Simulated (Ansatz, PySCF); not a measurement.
Reaction (SMILES): C[SiH](C)[SiH2]Cl -> C[SiH](C)[SiH]Cl + H atom (the H-Si bond at the site shown breaks; other sites are not compared here)
Structures are relaxed separately at B3LYP-D3(BJ)/def2-TZVP in Ansatz (a first-principles code), one conformer each, not searched for the lowest.

Wanted: bond dissociation energy (enthalpy at 298 K, with B3LYP-D3(BJ) rigid-rotor harmonic-oscillator terms from PySCF), in kJ/mol. Cores are frozen in the correlated levels unless marked. Open shells are spin-unrestricted. Spin-orbit coupling is left out. No relativistic terms. Basis-set limits of correlation are two-point, X^-3; Hartree-Fock from the larger set.

CCSD(T)/CBS(cc-pV(T+d)Z,cc-pV(Q+d)Z) (Ansatz) gives 371.9 kJ/mol.

Q: Another calculation gave 365.0 kJ/mol. Which level was it?
A. SVWN5/def2-TZVPD (Ansatz)
B. r2SCAN/def2-TZVPD (Ansatz)
C. revPBE/def2-TZVPD (Ansatz)
D. CAM-B3LYP/def2-TZVPD (Ansatz)

A: D, CAM-B3LYP/def2-TZVPD (Ansatz). The others give 349.0 (r2SCAN), 336.3 (revPBE), 380.2 (SVWN5) kJ/mol.
